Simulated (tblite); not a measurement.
C₅H₇OS (doublet state).
Atom-mapped SMILES: `[CH3:1][C:2](=[S:3])[C@@H:4]([CH3:5])[C:6]=[O:7]` (hydrogens: H8, H9, H10 on C1; H11 on C4; H12, H13, H14 on C5)

Cartesian coordinates in Å at the GFN2-xTB level; atoms count from 1:
```
atom  x, y, z in Å
C1     1.9579    0.0780    0.2711
C2     0.6253   -0.4544    0.6642
S3     0.4342   -1.4877    1.9229
C4    -0.5636    0.1399   -0.0307
C5    -1.8673   -0.6371    0.1204
C6    -0.6517    1.5193    0.4972
O7     0.0628    2.3617    0.8974
H8     2.0878    0.0750   -0.8112
H9     2.0562    1.1144    0.6130
H10    2.7470   -0.5075    0.7344
H11   -0.3439    0.2951   -1.0966
H12   -2.6782   -0.1155   -0.3801
H13   -1.7543   -1.6257   -0.3160
H14   -2.1129   -0.7559    1.1717
```

Calculated harmonic vibrations of the isolated species, GFN2-xTB (tblite), most abundant isotopes, no scaling. Errors from tens to a few hundred cm⁻¹ against measured bands are possible. One conformer, not necessarily the lowest. Open shells enter through the occupations alone, without spin polarisation, and single modes of such species can be off by tens of per cent.

Harmonic wavenumbers (cm⁻¹): 61.5, 130.4, 156.6, 179.2, 200.4, 232.0, 323.5, 351.6, 432.0, 466.3, 525.8, 710.0, 796.3, 926.0, 992.5, 1000.5, 1044.8, 1107.6, 1125.6, 1164.5, 1235.3, 1266.3, 1394.8, 1403.4, 1461.7, 1463.2, 1472.1, 1485.5, 1916.5, 2876.1, 2926.9, 2997.6, 3052.5, 3057.9, 3058.5, 3063.4.

A = 2745, B = 1885, C = 1404 MHz; mass 115.022 u (most abundant isotopes); point group C1, symmetry number 1; spin multiplicity 2.

Problem. What is the zero-point energy?

Solution. ½Σν̃ = 23029 cm⁻¹ = 275.49 kJ/mol.

Problem. Give the ideal-gas entropy at 200 K and 1 bar in the rigid-rotor, harmonic-oscillator model (classical rotation).

Solution. Translation 159.74, rotation 112.94, vibration 59.83, spin (R ln 2) 5.76: S = 338.3 J/(mol K).

Problem. And Cp and H(200 K) − H(0)?

Solution. Cp = 102.66 J/(mol K), of which vibrations give 69.40 (their classical limit is 36 R = 299.3); H(200 K) − H(0) = 13.59 kJ/mol without the zero-point energy, 6.94 from vibrations.

Problem. How do the functions run with temperature in this model?

Solution. 
```tsv
T (K)	S (J/(mol K))	Cp (J/(mol K))	H − H(0) (kJ/mol)	G − H(0) (kJ/mol)	ln q(vib)
100	279.0	70.1	4.85	-23.05	1.00
300	385.2	130.4	25.25	-90.30	5.09
500	464.1	180.9	56.59	-175.46	9.05
800	561.1	231.6	119.11	-329.78	14.55
1000	615.3	253.9	167.78	-447.55	17.90
```

q(vib) and H(0) count from the zero-point level.

Problem. What must be added to the electronic energy to get the Gibbs energy at 200 K and 1 bar?

Solution. ZPE + [H(200 K) − H(0)] − T·S = 275.49 + 13.59 − 67.65 = 221.43 kJ/mol.

Problem. Blend soft modes into free rotors: weight 1/[1 + (100 cm⁻¹/ν̃)⁴] for the oscillator and the rest for a rotor with moment μB/(μ + B), μ = h/(8π²ν), B = 10⁻⁴⁴ kg m². What vibrational entropy results?

Solution. 57.73 J/(mol K) in place of 59.83, which changes −T·S at 200 K by +0.42 kJ/mol.

Hindered rotation and anharmonicity are outside this model. Other conformers, if any are populated, would add a mixing term that is left out. The structure is chiral; the term R ln 2 for an equal mix with its mirror image is left out.
